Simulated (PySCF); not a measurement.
**C₆ coefficients of unlike pairs at UHF**

Calculated with PySCF 2.14 from the dipole response of each species, C₆(A,B) = (3/π) ∫ α_A(iu) α_B(iu) du, in atomic units, from isotropic polarisabilities. For ions this is the dispersion term alone; charge-induced terms of lower order in 1/R come first.

```tsv
species	configuration	basis	relativity	α (bohr³)	C₆ (like pair)
Ni⁺	[Ar] 3d9 (2D)	x2c-QZVPPall with one added diffuse shell each of s, p, d, f, g type (12s8p7d5f3g)	spin-free X2C	6.111	20.17
Ar³⁺	[Ne] 3s2 3p3 (4S)	dyall-av2z (13s9p2d)	none	3.679	10.12
Zr²⁺	[Kr] 4d2 (3F)	aug-cc-pVDZ-PP with ECP28MDF (5s5p4d2f)	core potential	11.35	55.26
Ru³⁺	[Kr] 4d5 (6S)	aug-cc-pwCVDZ-PP with ECP28MDF (6s6p5d3f)	core potential	4.680	21.10
```

Question: Estimate C₆ for Ru³⁺ with Ar³⁺.

Answer: The integral gives 14.46. The combination rule 2 C_A C_B / (C_A α_B/α_A + C_B α_A/α_B) gives 14.50 and the geometric mean 14.61.

No spin-orbit coupling is included.

The other pairs:

```
      pair     C₆
 Ru³⁺, Ni⁺  20.28
Ru³⁺, Zr²⁺  32.81
 Ar³⁺, Ni⁺  14.16
Zr²⁺, Ar³⁺  23.30
 Zr²⁺, Ni⁺  33.11
```
